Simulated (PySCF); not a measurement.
Electron correlation in N²⁺ (nitrogen, charge +2)

[He] 2s2 2p1, 2P determinant. All numbers are calculated (PySCF 2.14, the spin-free X2C one-electron Hamiltonian (Gaussian nucleus), in jorge-DZP-DKH). Frozen: 1s2; 3 electrons correlated.

MP2 pair energies summed by pair of shells (mhartree):

```
 pair  energy  share (%)
2s-2s  -30.38       64.8
2s-2p  -16.50       35.2
```

Total MP2 correlation energy: -46.87 mhartree.

Same-spin part -2.33 and opposite-spin part -44.54 mhartree; SCS-MP2 scales them by 1/3 and 6/5 to -54.23 mhartree.

```tsv
level	correlation energy (mhartree)
CCSD	-75.46
(T)	-0.53
CCSD(T)	-75.99
```

Diagnostics: T1 = 0.0065, D1 = 0.0120, largest double amplitude 0.139.

Cost of the coupled-cluster step: 0.1 s of wall time on 1 thread of Intel(R) Xeon(R) Platinum 8375C CPU @ 2.90GHz (shared host), for 3 correlated electrons.
